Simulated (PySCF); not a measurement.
Vertical excitations of a molecule C₄H₆ClF from PySCF with TDDFT-PBE/def2-SVPD, as energy in eV (oscillator strength): 6.65 (0.001), 7.13 (0.009), 7.18 (0.037), 7.60 (0.003), 7.64 (0.011), 7.67 (0.029), 7.77 (0.066), 7.90 (0.008), 7.95 (0.002), 8.02 (0.039). Lowest triplet (TDA): 6.07 eV. The structure is a stationary point at PBE0-D3(BJ)/def2-SVP. Other conformers were not sampled.

Identify the compound among the candidates.
(A) FC1(Cl)CCC1
(B) C[C@@H](F)/C=C\Cl
(C) C[C@H]1C[C@]1(F)Cl
(D) C=C(F)CCCl

A, FC1(Cl)CCC1
